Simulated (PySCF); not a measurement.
This PySCF input asks for the NMR shieldings of SMILES O=C[C@@H]1C[SiH2][C@H](N[SiH3])C1, C5H13NOSi2; the geometry comes from GFN2-xTB.

```python
import basis_set_exchange as bse
import numpy as np
from pyscf import gto, dft
from pyscf.prop import nmr

atoms = """
O    -1.332614    1.142590    1.584481
C    -1.791945    1.130175    0.473710
C    -1.875836   -0.088052   -0.387294
C    -1.804231   -1.347589    0.472856
Si    0.020261   -1.435781    1.012996
C     0.634080   -0.338636   -0.448656
N     1.281488    0.897483   -0.059637
Si    2.979068    1.124244   -0.084442
C    -0.626268   -0.066622   -1.292304
H    -2.148139    2.064179   -0.003037
H    -2.780995   -0.040038   -1.001591
H    -2.510696   -1.286336    1.297913
H    -2.079490   -2.212774   -0.129220
H     0.332713   -0.892328    2.327058
H     0.535848   -2.804611    0.877222
H     1.355836   -0.871224   -1.072960
H     0.760774    1.391769    0.647976
H     3.158556    2.546884    0.193411
H     3.405760    0.752599   -1.435995
H     3.749331    0.318882    0.878702
H    -0.532603    0.888884   -1.813074
H    -0.741309   -0.854312   -2.038963
"""
names = dict.fromkeys(["O", "C", "Si", "N", "H"], "pcSseg-1")
basis = {el: gto.basis.parse(bse.get_basis(n, elements=[el], fmt="nwchem")) for el, n in names.items()}
mol = gto.M(atom=atoms, basis=basis, charge=0, verbose=0)
mf = dft.RKS(mol, xc="PBE0")
mf.grids.level = 2
mf.grids.alignment = dft.numint.BLKSIZE   # the property module wants whole blocks of grid points
mf.conv_tol = 1e-9
mf.kernel()

calc = nmr.RKS(mf)   # GIAO
C = mf.mo_coeff
Co = C[:, mf.mo_occ > 0]
resp = mf.gen_response(singlet=True, hermi=2)
def vind(x):   # induced exchange potential for any number of trial vectors
    d = np.einsum("pi,xij,qj->xpq", C, 2 * x.reshape(-1, C.shape[1], Co.shape[1]), Co, optimize=True)
    return np.einsum("xpq,pi,qj->xij", resp(d - d.transpose(0, 2, 1)), C, Co, optimize=True).ravel()
mo1, _ = nmr.rhf.solve_mo1(calc, with_cphf=vind)
sigma = calc.kernel(mo1)
for i, s in enumerate(sigma):   # ppm
    print("%2d %-2s %9.2f" % (i, mol.atom_pure_symbol(i), np.trace(s) / 3))
```

**Question.** Give the expected output.

**Answer.** 
```
 0 O    -336.92
 1 C     -33.61
 2 C     129.80
 3 C     172.78
 4 Si    371.81
 5 C     143.97
 6 N     227.91
 7 Si    407.00
 8 C     139.69
 9 H      21.21
10 H      28.52
11 H      30.48
12 H      31.18
13 H      27.24
14 H      27.18
15 H      28.98
16 H      31.74
17 H      27.23
18 H      27.28
19 H      27.07
20 H      29.52
21 H      29.70
```

These numbers come from an equivalent density-fitted implementation of the same equations, which agrees with the script to about 0.01 ppm for H and up to a few tenths of a ppm for heavy atoms, so last digits may differ.

Size and cost of the density-fitted run: 232 basis functions, 100 s wall time on 1 thread of an Arm Neoverse N1, shared host; peak memory 1 GiB.
